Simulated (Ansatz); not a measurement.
A nudged elastic band was laid between two geometries of C₂H₅NSi (9 atoms, charge 0, multiplicity 1).

Method: Ansatz, UKS B3LYP-D4/def2-mTZVP.

* movable images: 5
* climbing image: yes
* spring: 5.0 eV/Å²
* optimiser: quadratic models (default)
* start path: through a guess of the saddle point
* force threshold: 0.05 eV/Å
* iteration limit: 60
* end points: relaxed

First end point:

```xyz
9
Properties=species:S:1:pos:R:3
Si -0.508 1.174 0.182
C 0.218 -0.387 -0.568
C 0.739 -1.501 0.213
N -0.415 -1.785 -0.156
H -1.765 1.557 -0.507
H -0.783 0.937 1.620
H 0.457 2.295 0.045
H 0.513 -0.345 -1.616
H 1.544 -1.945 0.786
```

Last end point:

```xyz
9
Properties=species:S:1:pos:R:3
Si -0.501 1.153 0.187
C 0.458 -0.307 -0.492
C 1.478 -1.133 0.447
N 0.353 -1.621 0.099
H -1.909 1.158 -0.294
H -0.513 1.078 1.668
H 0.144 2.412 -0.260
H 0.729 -0.301 -1.546
H -0.238 -2.441 0.192
```

Which bonds break or form, and what moves?

Bonds broken: C3–H9. Bonds formed: N4–H9.

Give the energies along the band, and the barrier.

It converged. The highest image is number 3 of 0 to 6, 2.90 eV above the first end and 1.62 eV above the last; the last end lies 1.27 eV above the first. Neighbouring images differ by up to 1.7 eV, so the band resolves the path poorly. A vibrational analysis at the climbing image gives one clearly imaginary mode, 1473i cm⁻¹: a first-order saddle point. The orbitals stay closed-shell, which can raise the energy where a bond breaks towards radicals; this wasn't checked here.

```
image  path coordinate (Å)  energy (eV)  C3–H9 (Å)  N4–H9 (Å)
    0                 0.00         0.00       1.08       2.18
    1                 0.58         0.10       1.08       2.15
    2                 1.15         1.20       1.07       1.82
    3                 1.73         2.90       1.26       1.26
    4                 2.27         1.95       1.78       1.03
    5                 2.82         1.38       2.11       1.01
    6                 3.36         1.27       2.17       1.01
```

What is the geometry of the highest image?


```xyz
9
Properties=species:S:1:pos:R:3:forces:R:3
Si -0.527 1.192 0.174 0.00 -0.02 0.00
C 0.325 -0.362 -0.435 -0.01 -0.02 -0.01
C 1.041 -1.233 0.572 0.03 0.01 0.01
N -0.150 -1.666 0.135 0.01 0.01 -0.01
H -1.882 1.316 -0.415 0.00 0.01 0.00
H -0.633 1.139 1.650 -0.01 0.01 0.00
H 0.286 2.360 -0.243 0.00 0.00 0.00
H 0.647 -0.379 -1.474 0.00 0.00 0.00
H 0.893 -2.368 0.037 -0.02 0.00 0.00
```

Run time: 3.4 min on 2 threads of Arm Neoverse V1, on a shared host, peak memory 0.23 GiB.
